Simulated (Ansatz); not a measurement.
C₁₀H₁₈Ge⁻, that is Ge(vinyl)3(nBu) with one electron more. Charge -1, multiplicity 2. Geometry PBE0-D4/def2-SVP, that of the neutral singlet.

```xyz
29

Ge   -0.5359   -0.8271   -0.1239
C    -0.2506   -2.4948   -1.0846
C    -0.7439   -3.6679   -0.6764
H     0.3364   -2.4664   -2.0122
H    -1.3364   -3.7530    0.2423
H    -0.5789   -4.5969   -1.2351
C    -1.1558   -1.2322    1.6765
C    -2.4286   -1.1003    2.0629
H    -0.4210   -1.5965    2.4072
H    -3.2033   -0.7440    1.3736
H    -2.7577   -1.3391    3.0812
C    -1.9156    0.1956   -1.0405
C    -2.7155   -0.3292   -1.9733
H    -2.0505    1.2509   -0.7689
H    -2.6307   -1.3789   -2.2790
H    -3.4931    0.2603   -2.4735
C     1.1300    0.2029   -0.0310
C     0.9805    1.5416    0.6867
C     2.2840    2.3210    0.8554
C     2.9319    2.7550   -0.4508
H     1.8799   -0.4261    0.4803
H     1.4933    0.3407   -1.0628
H     0.2547    2.1739    0.1430
H     0.5373    1.3744    1.6840
H     2.0837    3.2123    1.4747
H     2.9965    1.7067    1.4350
H     3.8387    3.3521   -0.2696
H     3.2274    1.8933   -1.0693
H     2.2433    3.3716   -1.0519
```

B3LYP takes the VWN-RPA correlation. At PBE-D4/def2-SVP, B3LYP-D4/def2-SVP, PBE0-D4/def2-SVP the highest occupied level of the charge -1 doublet lies above zero (up to 3.24 eV). By energy differences it is unbound by 1.12 eV (vertical, to the charge 0 singlet, at PBE-D4/def2-SVP) and held by the finite basis. At PBE-D4/def2-SVP the gap within one spin of the charge -1 doublet nearly closes, so an electron or hole may be smeared out by delocalisation error.

Problem. Estimate the α-spin orbital energies around the gap (eV) in Ansatz with PBE-D4/def2-SVP, B3LYP-D4/def2-SVP, PBE0-D4/def2-SVP.

Solution. 
| orbital | PBE-D4/def2-SVP | B3LYP-D4/def2-SVP | PBE0-D4/def2-SVP |
| --- | --- | --- | --- |
| HOMO−5 | -2.60 | -3.63 | -3.86 |
| HOMO−4 | -2.58 | -3.59 | -3.82 |
| HOMO−3 | -2.02 | -2.97 | -3.21 |
| HOMO−2 | -2.00 | -2.92 | -3.16 |
| HOMO−1 | -1.92 | -2.85 | -3.11 |
| HOMO | 3.24 | 3.07 | 3.01 |
| LUMO | 3.29 | 3.92 | 4.05 |
| LUMO+1 | 3.35 | 3.98 | 4.11 |
| LUMO+2 | 3.93 | 4.40 | 4.69 |
| LUMO+3 | 4.76 | 5.28 | 5.59 |
| LUMO+4 | 4.83 | 5.38 | 5.68 |
| LUMO+5 | 5.10 | 5.65 | 5.97 |
| β HOMO | -1.66 | -2.48 | -2.68 |
| β LUMO | 3.57 | 4.23 | 4.51 |
